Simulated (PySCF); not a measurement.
Pb⁵⁰⁺: ionisation energy

Pb⁵⁰⁺ [Ar] 3d10 4s2 4p2 [4p1/2^2, M_J = 0] → Pb⁵¹⁺ [Ar] 3d10 4s2 4p1 [4p1/2^1, M_J = 1/2], as a difference of total energies. All numbers are calculated (PySCF 2.14, the two-component X2C-1e Hamiltonian, in an even-tempered Gaussian basis (16 s from 7.4 bohr⁻², ratio 2.8; 13 p from 9.6 bohr⁻², ratio 2.8; 8 d from 17 bohr⁻², ratio 2.8; 4 f from 41 bohr⁻², ratio 3)). Correlated levels: [Ne] frozen; the 72 highest virtual spinors dropped. "Screened" scales the spin-orbit matrix elements by Boettger's factors to mimic the two-electron term; Breit and QED terms are absent.

Problem. Order these methods by the ionisation energy they give, lowest first.
A. GHF (screened spin-orbit)
B. GHF (spin-free)
C. GMP2 (screened spin-orbit)
D. GMP2 (spin-free)

Solution. B (2845.3 eV), D (2846.4 eV), A (2956.8 eV), C (2958.4 eV).

Breit and QED terms and the two-electron picture change are absent.

The spin-free rows relax to the high-spin LS determinant and lack the spin-orbit shift.

The labels give the starting determinants; with spin-orbit coupling the two ends relaxed to ⟨J²⟩ = 0.00, ⟨L²⟩ = 1.40, ⟨S²⟩ = 1.40 and ⟨J²⟩ = 0.75, ⟨L²⟩ = 2.08, ⟨S²⟩ = 0.83.

For comparison: 2965 ± 4 eV (theoretical estimate listed by NIST; NIST Atomic Spectra Database, ionization energies).
